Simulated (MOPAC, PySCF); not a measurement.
C$_{6}$H$_{5}$F$_{3}$OSi, SMILES `O=CC1=CC=C(C(F)(F)F)[SiH2]1` (O–C–C–Si torsion 180°), neutral singlet in the gas phase. 

Cartesian coordinates (Å):
```xyz
16

O      3.7555    -0.4067     0.8672
C      3.0256     0.0078    -0.0068
C      1.5482    -0.0242     0.0586
C      0.8936    -0.5376     1.1370
C     -0.5770    -0.5243     1.1019
C     -1.1483     0.0015    -0.0070
C     -2.6223     0.0951    -0.2125
F     -2.9993    -0.5784    -1.3172
F     -3.0048     1.3754    -0.3878
F     -3.3286    -0.3975     0.8189
Si     0.2366     0.5572    -1.1673
H      3.4561     0.4504    -0.9407
H      1.4367    -0.9454     1.9956
H     -1.1590    -0.9241     1.9372
H      0.2458    -0.1735    -2.4634
H      0.2411     2.0244    -1.4137
```
Charge 0, spin multiplicity 1.

All levels are single points at this geometry (B3LYP-D3(BJ)/def2-SVP); Pople sets use spherical d functions. Orbital energies aren't observables, and empty levels follow the basis.

```
level                            HOMO (eV)  LUMO (eV)  gap (eV)  dipole (D)  vertical IE, Delta-SCF (eV)
-------------------------------  ---------  ---------  --------  ----------  ---------------------------
B3LYP-D3(BJ)/def2-TZVP in PySCF      -7.53      -3.37      4.16        0.63                         9.49
B3LYP/LANL2DZ in PySCF               -7.51      -3.36      4.15        0.91                            –
PBE/6-31G* in PySCF                  -5.74      -3.63      2.11        0.76                         8.93
HF/3-21G in PySCF                    -9.92       0.57     10.49        0.72                            –
PM6 in MOPAC                        -10.28      -1.62      8.66        1.03                            –
PM7 in MOPAC                        -10.54      -1.60      8.94        1.02                            –
```
